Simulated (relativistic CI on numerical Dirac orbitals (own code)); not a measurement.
**d1 in a ligand field**

Computed with a parametric ligand-field model of a d^n configuration (Racah B and C, spin-orbit zeta, crystal field), exact diagonalisation.

Field parameters in Wybourne normalisation: Oh B⁴₀ = 21Dq, B⁴₄ = √(5/14) B⁴₀. The field is a parameter set, without covalency.

B = 410 cm⁻¹, C = 1880 cm⁻¹ (C/B = 4.59), Oh, no spin-orbit coupling. Tanabe-Sugano data, E/B above the lowest term (Δ = |10Dq|; b, c mark the second and third term of a kind):

| Δ/B | 2T2 | 2E |
| --- | --- | --- |
| 1.0 | 0.00 | 1.00 |
| 5.0 | 0.00 | 5.00 |
| 9.0 | 0.00 | 9.00 |
| 13.0 | 0.00 | 13.00 |
| 17.0 | 0.00 | 17.00 |
| 21.0 | 0.00 | 21.00 |
| 25.0 | 0.00 | 25.00 |
| 29.0 | 0.00 | 29.00 |
| 33.0 | 0.00 | 33.00 |
| 37.0 | 0.00 | 37.00 |
| 41.0 | 0.00 | 41.00 |
| 45.0 | 0.00 | 45.00 |

The ground term stays 2T2.
